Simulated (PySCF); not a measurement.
**Calculated NMR parameters of C=C[S@@](=O)c1ccccc1**

| Item | Value |
| --- | --- |
| Formula | C8H8OS |
| SMILES | C=C[S@@](=O)c1ccccc1 |
| Point group of the computed structure | C1 |
| Degrees of unsaturation | 5 |
| Carbon signals | 6 |
| Proton signals | 6 |

Bonds (- single, = double, # triple, : aromatic): C1=C2, C2-S3, S3=O4, S3-C5, C5:C6, C6:C7, C7:C8, C8:C9, C9:C10, C10:C5. C1 carries H11, H12; C2 carries H13; C6 carries H14; C7 carries H15; C8 carries H16; C9 carries H17; C10 carries H18. Stereochemistry as in C=C[S@@](=O)c1ccccc1. H12 is cis to S3; H11 is trans to S3.

Rapidly exchanging positions averaged, in vacuum, one computed conformer, no relativistic terms. Shielding tensors at B97-2/pcSseg-1 (GIAO); PBE0-D3(BJ)/def2-SVP geometry; PySCF 2.14.

Scale: ¹H and ¹³C vs TMS; ¹⁷O against H2O; ³³S against CS2 (reference shieldings calculated alike).

| carbon | δC, type | δH (multiplicity) | HMBC from (2–3 bonds) | span of the C tensor (ppm) |
| --- | --- | --- | --- | --- |
| C1 | 122.2, CH2 | H11 6.00 (m); H12 6.68 (m) | H13 | 246 |
| C2 | 151.0, CH | 6.50 (m) | H12, H11 | 196 |
| C5 | 149.2, C | – | H14/H18, H15/H17, H13 | 179 |
| C6/C10 | 125.6, CH | 7.76 (d) | H14/H18, H15/H17, H16 | 230 |
| C7/C9 | 131.6, CH | 7.54 (m) | H14/H18, H15/H17, H16 | 228 |
| C8 | 132.4, CH | 7.46 (m) | H14/H18, H15/H17 | 229 |

Other nuclei:
```
atoms  nucleus       environment  δ (ppm)  σ (ppm)
   O4      ¹⁷O        S=O oxygen     34.4    297.2
   S3      ³³S  sulfoxide sulfur      298    202.0
```

- Carbon types of the structure: 1 × C, 6 × CH, 1 × CH2, which accounts for all hydrogens.
- δC 151.0: alkene CH; the olefinic region.
- δC 149.2: aromatic carbon bearing sulfur.
- δC 132.4, 131.6, 125.6: aromatic CH.
- δC 122.2: terminal =CH2 carbon; an sp2 carbon of a C=C bond.
- δH 6.50: hydrogen on an alkene CH; a vinylic proton, deshielded by the sp2 carbon and the C=C anisotropy.

Shifts are as computed. Against solution values, carbons near 30 ppm lie about +1 ppm off and those near 130 ppm about +2 ppm. Of 1211 compounds with measured shifts, 218 miss one by over three times the rms of a fit or turn the order of signals round; such compounds aren't used in these exercises. Experimental scales use liquid or dissolved standards, which lie at an offset from isolated H2O (liquid H2O: subtract about 36 ppm). No couplings were computed; multiplicities are counted from neighbouring protons, with m where these are inequivalent, close in shift, in a saturated or five-membered ring or joined by F or P, and br s for small geminal =CH2 splittings.
